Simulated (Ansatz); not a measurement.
`C[Se][Al]([F])[F]` and `[F][Al]([F])[F]` differ in one atom or group.

Ansatz, PBE0-D4/def2-TZVP geometries, multiplicity 1. Each molecule was computed in one conformer, which needn't be the lowest.

Scalar relativity is left out up to krypton.

```csv
property,`C[Se][Al]([F])[F]`
LUMO energy (PBE0/def2-TZVPP) / eV,-1.02
HOMO–LUMO gap (B3LYP/def2-TZVPP) / eV,5.75
size of the dipole moment (B3LYP/def2-TZVPP) / D,2.28
HOMO–LUMO gap (ωB97M-V/def2-TZVPP) / eV,10.05
HOMO energy (PBE/def2-TZVPP) / eV,-6.18
LUMO energy (ωB97M-V/def2-TZVPP) / eV,0.62
```

What does the change do to each property? (Estimate.)

Ansatz gave: 
```
                                        property  `[F][Al]([F])[F]`  shift
              LUMO energy (PBE0/def2-TZVPP) / eV              -1.49  -0.47
           HOMO–LUMO gap (B3LYP/def2-TZVPP) / eV               9.53   3.78
size of the dipole moment (B3LYP/def2-TZVPP) / D               0.00  -2.28
         HOMO–LUMO gap (ωB97M-V/def2-TZVPP) / eV              14.39   4.34
               HOMO energy (PBE/def2-TZVPP) / eV              -9.62  -3.44
           LUMO energy (ωB97M-V/def2-TZVPP) / eV               0.14  -0.48
```

With PBE0 the HOMO falls by 4.41 eV and the LUMO falls by 0.47 eV, so the gap widens by about 3.94 eV. PBE moves the HOMO by -3.44 eV and ωB97M-V by -4.83 eV.

B3LYP here is the variant with VWN-RPA as its local correlation; programs differ in this.

Spin–orbit coupling is left out; it splits and shifts lone-pair levels of the heavy atoms by tenths of an eV.
